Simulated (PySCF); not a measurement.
## Spinor energies of Sm⁴³⁺ (samarium, charge +43)

Start: [Ar] 3d1; 3d5/2 filled at m_j = +5/2. Calculated with PySCF 2.14 in an uncontracted even-tempered set (16 s from 9.8 bohr⁻², ratio 2.8; 12 p from 13 bohr⁻², ratio 2.8; 8 d from 13 bohr⁻², ratio 2.8; 3 f from 39 bohr⁻², ratio 3): generalised Hartree-Fock with the X2C-1e Hamiltonian and a Gaussian nucleus; one run each with spin-orbit coupling (SO) screened by Boettger's factors, then bare. This is a chosen level, not necessarily the ground level.

| spinor shell | electrons | ε, screened SO (eV) | ε, bare SO (eV) | weight of nominal j (bare SO) | rms radius, bare SO (bohr) |
| --- | --- | --- | --- | --- | --- |
| 1s1/2 | 2 | -49636.1 | -49635.8 | 1.000 | 0.0259 |
| 2s1/2 | 2 | -10303.0 | -10303.0 | 1.000 | 0.104 |
| 2p1/2 | 2 | -9899.0 | -9915.3 | 1.000 | 0.0887 |
| 2p3/2 | 4 | -9285.2 | -9279.3 | 1.000 | 0.0948 |
| 3s1/2 | 2 | -3881.0 | -3881.0 | 1.000 | 0.256 |
| 3p1/2 | 2 | -3714.8 | -3718.8 | 0.999 | 0.245 |
| 3p3/2 | 4 | -3567.8 | -3566.4 | 1.000 | 0.256 |
| 3d5/2 | 1 | -3333.0 | -3330.5 | 1.000 | 0.223 |

```tsv
quantity	screened SO	bare SO
E (hartree)	-8841.25083	-8841.57531
M_J	5/2	5/2
⟨J²⟩	8.751	8.751
⟨L²⟩	6.026	6.028
⟨S²⟩	0.776	0.777
```

Each row is a mean over spinors that exchange with the open shell spreads, by up to 22.567 eV (3p3/2).

Breit and QED terms are absent; they matter most for the inner s and p1/2 levels.

Densities and radii are taken from the X2C orbitals without a picture-change correction, which distorts them close to the nucleus.
